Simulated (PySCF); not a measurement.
## BiO₂: from structure and modes to constants

Level of theory: PySCF, UwB97X, basis Bi def2-TZVP with ECP60, O def2-TZVP (scalar-relativistic core potentials, no spin–orbit coupling, density fitting).

The doublet minimum has Cs symmetry. Masses (u): Bi 208.98038, O 15.99492.

```xyz
3
charge 0 multiplicity 2, angstrom
Bi   -0.1441    0.0890    0.0000
O     0.0041   -1.7822    0.0000
O     1.8608    0.6267    0.0000
```

Harmonic wavenumbers (cm⁻¹): 178.8 (a', ×1), 531.3 (a', ×1), 841.9 (a', ×1).

(1) Find the principal moments of inertia and the rotational constants. What kind of rotor is it?

(2) What is the harmonic zero-point energy?

(3) Find the vibrational entropy and heat capacity at 298.15 K.

(4) Give the standard entropy (298.15 K, 1 bar) by its translational, rotational, vibrational and spin parts, and Cp.

## Answers

(1) About the centre of mass I = 43.368, 75.093, 118.46 u Å². With B = 16.8576/I this gives 0.3887, 0.2245, 0.1423 cm⁻¹. The molecule is an asymmetric top with κ = -0.33.

(2) Half the sum of all 3 wavenumbers, 1552/2 = 776 cm⁻¹, which is 9.3 kJ/mol (1 cm⁻¹ = 0.0119627 kJ/mol).

(3) With u = 1.43878 ω/T, each mode gives S = R[u/(eᵘ−1) − ln(1−e⁻ᵘ)] and C = R u² eᵘ/(eᵘ−1)².
| ω (cm⁻¹) | u | S (J/(mol K)) | C (J/(mol K)) |
| --- | --- | --- | --- |
| 178.8 | 0.863 | 9.79 | 7.82 |
| 531.3 | 2.564 | 2.45 | 4.94 |
| 841.9 | 4.063 | 0.74 | 2.44 |
The sums over all modes are S = 13.0 and C = 15.2 J/(mol K); the softest mode gives 75 % of the entropy.

(4) Sackur–Tetrode with M = 240.97 u gives 177.3; rotation with symmetry number 1 gives 102.0; vibration 13.0; spin R ln 2 = 5.8. The total is 298.0 J/(mol K), and Cp = 4 R + 15.2 = 48.5 J/(mol K).

Only a few start shapes were tried, so a lower isomer may exist. With an element this heavy the missing spin–orbit coupling can shift these numbers.
